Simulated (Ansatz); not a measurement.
```yaml
crystal:
  periodic: [false, false, false]
  atoms:
    - {symbol: N, position_ang: [-0.549856, 0.570514, 1.032007]}
    - {symbol: Nb, position_ang: [0.179788, -0.191051, -0.330286]}
    - {symbol: Cl, position_ang: [1.800793, -1.583512, 0.469990]}
    - {symbol: Cl, position_ang: [-1.465413, -1.342118, -1.414499]}
    - {symbol: Cl, position_ang: [1.054355, 1.465018, -1.634007]}
    - {symbol: H, position_ang: [-0.977567, 1.017149, 1.830794]}
basis:
  gaussian: {orbitals: def2-mTZVP}
hamiltonian: {xc: {name: B3LYP-D3}, pseudopotentials: {relativity: none}}
output: {forces: true}
```

```sh
$ ansatz run in.yaml --threads 4 --pin off --events-out ev --progress --plain --max-ram 10444MiB
```

Shortened log:

```
Error: YAML parse error: error: line 12 column 19: hamiltonian.xc: no functional is named "B3LYP-D3"; the names, which are not case-sensitive, are SVWN5, SPW92, PBE, PBE0, PBEsol, revPBE, revPBE0, RPBE, rPW86-PBE, HSE06, wPBEh, LC-wPBE, HISS, HF, BLYP, B3LYP, B3LYP5, BHLYP, CAM-B3LYP, r2SCAN, r2SCANh, r2SCAN0, r2SCAN50, m-r2SCAN, B97, wB97, wB97X, wB97X-V, B97M-V, wB97M-V, B2PLYP, B2GP-PLYP, PBE0-DH, PBE-QIDH
10 | basis:
11 |   gaussian: {orbitals: def2-mTZVP}
12 | hamiltonian: {xc: {name: B3LYP-D3}, pseudopotentials: {relativity: none}}
13 | output: {forces: true}
```

(1) What is wrong with this run?

Answers

(1) The method's name isn't one that the program takes here. The input was rejected before any iteration.

HSE06 is defined as in plane-wave codes.
